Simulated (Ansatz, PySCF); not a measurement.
2-methylidenethietane (C4H6S), SMILES C1C(=C)SC1. Atoms are numbered in the order given.

```xyz
11

C     -0.0977     2.0955     0.0000
C      0.0925     0.7758     0.0000
C      1.3376    -0.0909     0.0000
C      0.5878    -1.4455     0.0000
S     -1.0595    -0.5901     0.0000
H      0.7597     2.7743     0.0000
H     -1.0981     2.5344     0.0000
H      1.9685     0.0607    -0.8905
H      1.9685     0.0607     0.8905
H      0.7378    -2.0623    -0.8969
H      0.7378    -2.0623     0.8969
```

Geometry: B3LYP-D3(BJ)/def2-SVP.

Two levels are set side by side: PBE-D3(BJ)/def2-SVP (Ansatz, a program for electronic structure) and B3LYP-D3(BJ)/def2-SVP (Ansatz). Each level has its own optimised geometry; the coordinates shown are those of the second. Frequencies come from the Hessian of PySCF at each geometry. Differences are taken from unrounded values.

```
quantity                            B3LYP-D3(BJ)  PBE-D3(BJ)  PBE-D3(BJ) minus B3LYP-D3(BJ)
----------------------------------  ------------  ----------  -----------------------------
mean bond length (Å)                       1.330       1.335                          0.006
bond C1–C2 (Å)                             1.333       1.343                          0.010
bond C2–C3 (Å)                             1.517       1.518                          0.001
bond C2–S5 (Å)                             1.787       1.787                          0.001
bond C3–C4 (Å)                             1.548       1.549                          0.001
bond C4–S5 (Å)                             1.856       1.856                          0.000
bond C1–H6 (Å)                             1.093       1.101                          0.007
bond C1–H7 (Å)                             1.092       1.100                          0.007
bond C3–H8 (Å)                             1.102       1.110                          0.008
bond C3–H9 (Å)                             1.102       1.110                          0.008
bond C4–H10 (Å)                            1.099       1.107                          0.008
bond C4–H11 (Å)                            1.099       1.107                          0.008
highest harmonic wavenumber (cm⁻¹)          3237        3181                            -56
mean harmonic wavenumber (cm⁻¹)             1430        1392                            -38
zero-point energy (kcal/mol)               55.21       53.74                          -1.47
```

GGA bonds tend to be longer and softer than those of functionals with exact exchange. Differences between two approximate levels are no errors against the true value.
